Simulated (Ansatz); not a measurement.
Al6As⁺. Charge 1, multiplicity 3. Geometry PBE0-D4/def2-SVP, that of the neutral doublet; atoms count from 1.

| atom | x (Å) | y (Å) | z (Å) |
| --- | --- | --- | --- |
| As1 | 0.0883 | -0.2587 | -2.4618 |
| Al2 | 1.4869 | -0.0627 | 1.4435 |
| Al3 | 0.9680 | 1.2437 | -0.7455 |
| Al4 | -1.5831 | 0.1625 | -0.5519 |
| Al5 | 0.5806 | -1.5772 | -0.4671 |
| Al6 | -0.9711 | -1.2381 | 1.5406 |
| Al7 | -0.5696 | 1.7304 | 1.2423 |

At PBE0-D4/def2-TZVP a singlet of charge 1 lies 0.39 eV below the triplet at the same geometry. The structure comes from a short search, and lower isomers may exist.

(1) Estimate the Mulliken populations from the PBE0/def2-TZVP orbitals of Ansatz.

(2) Where does the spin sit?

(3) And the Mayer bond orders between heavy atoms (over 0.3)?

Answers

(1) 
| atom | charge (e) | spin (α − β) |
| --- | --- | --- |
| As1 | -0.15 | 0.31 |
| Al2 | 0.21 | 0.28 |
| Al3 | 0.19 | 0.08 |
| Al4 | 0.16 | 0.21 |
| Al5 | 0.19 | 0.08 |
| Al6 | 0.19 | 0.52 |
| Al7 | 0.19 | 0.52 |
Mulliken values depend strongly on the basis.

(2) Summed by element: As 0.31, Al 1.69, of 2 unpaired in all. Largest on single atoms: Al7 0.52, Al6 0.52, As1 0.31.

(3) As1–Al3 0.92 (2.44 Å); As1–Al4 0.73 (2.57 Å); As1–Al5 0.92 (2.44 Å); Al2–Al3 0.61 (2.60 Å); Al2–Al5 0.61 (2.60 Å); Al2–Al6 0.47 (2.73 Å); Al2–Al7 0.47 (2.74 Å); Al3–Al7 0.64 (2.56 Å); Al4–Al6 0.63 (2.59 Å); Al4–Al7 0.64 (2.59 Å); Al5–Al6 0.64 (2.56 Å).
